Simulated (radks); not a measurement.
Results of a calculation; reference values are marked as such.
Mean orbital radii <r> (bohr) of the thulium ion Tm3+, [Xe] 4f12, at several levels of relativity; Dirac values are averaged over j with weights 2j + 1. Spin-unpolarised spherical Kohn-Sham, PBE, point nucleus unless stated (finite: rms radius 5.2256 fm), a radial shooting solver on a logarithmic mesh with Libxc functionals. A level marked "c x" has the speed of light scaled by that factor and shares open shells by 2j + 1; other Dirac levels either fill j = l - 1/2 first or share by 2j + 1.

| shell | non-rel. | scalar-rel. | Dirac, 2j+1 shares | Dirac, low j first | change of magnitude, last against first (%) |
|---|---|---|---|---|---|
| 2p | 0.07888 | 0.07542 | 0.07500 | 0.07500 | -4.92 |
| 3s | 0.2383 | 0.2210 | 0.2205 | 0.2205 | -7.48 |
| 3p | 0.2282 | 0.2203 | 0.2195 | 0.2195 | -3.79 |
| 3d | 0.2012 | 0.1999 | 0.1999 | 0.1999 | -0.63 |
| 4s | 0.5355 | 0.4974 | 0.4974 | 0.4974 | -7.12 |
| 4p | 0.5459 | 0.5278 | 0.5268 | 0.5269 | -3.48 |
| 4d | 0.5719 | 0.5701 | 0.5704 | 0.5705 | -0.26 |
| 5s | 1.306 | 1.207 | 1.208 | 1.208 | -7.48 |
| 5p | 1.455 | 1.411 | 1.409 | 1.409 | -3.14 |
| 4f | 0.7192 | 0.7488 | 0.7496 | 0.7501 | +4.29 |
| 5d (empty) | 2.032 | 2.066 | 2.069 | 2.069 | +1.82 |
| 6s (empty) | 3.093 | 2.921 | 2.923 | 2.923 | -5.47 |
